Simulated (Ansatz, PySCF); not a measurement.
Gas-phase reaction in SMILES: [SiH3]c1cccnc1 [pyridin-3-ylsilane] + 6 C (CH4) + N (NH3) -> 2 C=C (C2H4) + C=N (CH3N) + 2 CC (C2H6) [ethane] + CN (CH5N) [methanamine] + C[SiH3]
Each molecule is optimised on its own at B3LYP-D3(BJ)/def2-TZVP (Ansatz, a program for electronic structure). Unstable Hartree-Fock reference: [SiH3]c1cccnc1.
Geometry of the first species:
```
C
C 1 1.3983
H 2 1.0842 1 120.58
C 2 1.3855 3 119.72 1 -180.00
H 4 1.0820 2 121.24 3 0.00
C 4 1.3907 5 120.31 2 -180.00
N 6 1.3315 4 123.29 5 180.00
C 7 1.3333 6 117.48 4 0.00
H 6 1.0850 7 116.28 8 -180.00
H 8 1.0856 7 115.44 6 180.00
Si 1 1.8719 2 122.15 3 0.00
H 11 1.4803 1 109.00 2 180.00
H 11 1.4824 12 109.48 10 -120.91
H 11 1.4824 12 109.48 13 -118.18
```
Charge 0, spin multiplicity 1.

Wanted: bond separation energy (enthalpy at 298 K, with B3LYP-D3(BJ) rigid-rotor harmonic-oscillator terms from PySCF), in kcal/mol. Cores are frozen in the correlated levels unless marked. Spin-orbit coupling is left out. Non-relativistic. Basis-set limits of correlation are two-point, X^-3; Hartree-Fock from the larger set. [CCSD(T)-MP2]/basis is that difference in the basis named.

```json
[
 {"level": "PBE-D3(BJ)/def2-TZVPD", "program": "Ansatz + dftd3", "bond separation energy (kcal/mol)": "72.7"},
 {"level": "revPBE-D3(BJ)/def2-TZVPD", "program": "Ansatz + dftd3", "bond separation energy (kcal/mol)": "73.0"},
 {"level": "B2PLYP-D3(BJ)/def2-TZVPD", "program": "Ansatz + dftd3", "bond separation energy (kcal/mol)": "73.0"},
 {"level": "SCS-MP2/6-31G", "program": "Ansatz", "bond separation energy (kcal/mol)": "70.0"},
 {"level": "RI-MP2/CBS(cc-pV(T+d)Z,cc-pV(Q+d)Z)+[CCSD(T)-MP2]/cc-pV(T+d)Z", "program": "Ansatz", "bond separation energy (kcal/mol)": "(withheld)"}
]
```

Q: What belongs in the gaps?

A: 
- RI-MP2/CBS(cc-pV(T+d)Z,cc-pV(Q+d)Z)+[CCSD(T)-MP2]/cc-pV(T+d)Z, bond separation energy (kcal/mol): 67.9
